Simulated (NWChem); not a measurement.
System meant: C₆H₆N, doublet; SMILES Nc1[c]cccc1

Here is an NWChem input.

```
start job
memory heap 200 mb stack 900 mb global 1100 mb
geometry units angstroms noautoz
  N     -0.101079    -2.358260    -0.057827
  C     -0.056307    -0.980480    -0.007399
  C     -1.196912    -0.185101    -0.005653
  C     -1.237560     1.185324    -0.005176
  C     -0.012033     1.869614    -0.006425
  C      1.170908     1.130582    -0.006229
  C      1.158413    -0.263284    -0.006397
  H     -0.970835    -2.782659     0.235688
  H      0.719533    -2.845198     0.277428
  H     -2.186544     1.729890    -0.002313
  H      0.010057     2.961905    -0.006377
  H      2.133030     1.649120    -0.005065
  H      2.101910    -0.818768    -0.010332
end
basis spherical
  * library def2-svp
end
dft
  odft
  mult 3
  xc pbe0
  iterations 150
  mulliken
end
task dft energy
```

End of the output:

```
 Summary of "ao basis" -> "" (spherical)
 ------------------------------------------------------------------------------
       Tag                 Description            Shells   Functions and Types
 ---------------- ------------------------------  ------  ---------------------
 *                          def2-svp                  on all atoms

                                 NWChem DFT Module
                                 -----------------

 Summary of "ao basis" -> "ao basis" (spherical)
 ------------------------------------------------------------------------------
       Tag                 Description            Shells   Functions and Types
 ---------------- ------------------------------  ------  ---------------------
 N                          def2-svp                 6       14   3s2p1d
 C                          def2-svp                 6       14   3s2p1d
 H                          def2-svp                 3        5   2s1p

 Summary of "ao basis" -> "ao basis" (spherical)
 ------------------------------------------------------------------------------
       Tag                 Description            Shells   Functions and Types
 ---------------- ------------------------------  ------  ---------------------
 N                          def2-svp                 6       14   3s2p1d
 C                          def2-svp                 6       14   3s2p1d
 H                          def2-svp                 3        5   2s1p

  number of electrons :                   49
  multiplicity        :                    3
 ------------------------------------------------------------------------
  no. of electrons and multiplicity not compatible                  49
 ------------------------------------------------------------------------
 ------------------------------------------------------------------------
  current input line :
    28: task dft energy
 ------------------------------------------------------------------------
 ------------------------------------------------------------------------
 There is an error in the input file
 ------------------------------------------------------------------------
 For more information see the NWChem manual at https://nwchemgit.github.io

0: no. of electrons and multiplicity not compatible:Received an Error in Communication
```

Question: Find the fault in this run and fix the input.

Answer: The program refused the input. Cause: the multiplicity doesn't fit the number of electrons (an even count wants an odd multiplicity, and the reverse). This input runs:
```
start job
memory heap 200 mb stack 900 mb global 1100 mb
geometry units angstroms noautoz
  N     -0.101079    -2.358260    -0.057827
  C     -0.056307    -0.980480    -0.007399
  C     -1.196912    -0.185101    -0.005653
  C     -1.237560     1.185324    -0.005176
  C     -0.012033     1.869614    -0.006425
  C      1.170908     1.130582    -0.006229
  C      1.158413    -0.263284    -0.006397
  H     -0.970835    -2.782659     0.235688
  H      0.719533    -2.845198     0.277428
  H     -2.186544     1.729890    -0.002313
  H      0.010057     2.961905    -0.006377
  H      2.133030     1.649120    -0.005065
  H      2.101910    -0.818768    -0.010332
end
basis spherical
  * library def2-svp
end
dft
  odft
  mult 2
  xc pbe0
  iterations 150
  mulliken
end
task dft energy
```
It converges to -286.37629 Ha (PBE0/def2-SVP, spin-unrestricted).
